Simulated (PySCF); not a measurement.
A GIAO shielding run with PySCF 2.14.0 with density-fitted response routines (density fitting, non-relativistic, gas phase) on SMILES C(CC)C[Si@H](C)[SiH3], C5H16Si2:

```
$ OMP_NUM_THREADS=1 python probes_run.py task.json out

{"job": {"kind": "nmr", "xc": "PBE0", "basis": "pcSseg-1"}, "charge": 0, "multiplicity": 1}
C     -3.623422    -0.729691    -0.059265
C     -2.466522     0.092762     0.494639
C     -1.152983    -0.217403    -0.220480
C      0.007612     0.607855     0.325442
Si     1.670766     0.305537    -0.569100
C      2.125824    -1.538631    -0.400290
Si     3.309533     1.677242     0.324664
H     -3.766704    -0.520460    -1.117405
H     -4.546671    -0.496842     0.466780
H     -3.422720    -1.793257     0.052640
H     -2.353418    -0.112260     1.562258
H     -2.692740     1.156659     0.386923
H     -1.272007    -0.015499    -1.287581
H     -0.930967    -1.281140    -0.109145
H      0.117903     0.395777     1.391762
H     -0.251463     1.666689     0.251926
H      1.434169     0.548075    -2.009239
H      2.210648    -1.831280     0.642988
H      1.382226    -2.181639    -0.862608
H      3.078686    -1.749570    -0.876860
H      4.609397     1.493949    -0.326090
H      3.543489     1.449728     1.754795
H      2.984613     3.100385     0.193323
```

Hardware: 1 thread of an Arm Neoverse N1, shared host. The job also computes population analyses, field gradients.

**Question.** How large is the calculation?

**Answer.** 74 electrons, 213 basis functions and 1149 auxiliary functions.

**Question.** How long does it take, and how much memory does it need?

**Answer.** 61 s of wall time, with 12 SCF cycles and 4 response iterations; peak memory 0.96 GiB. Times on a shared host scatter by some tens of per cent.
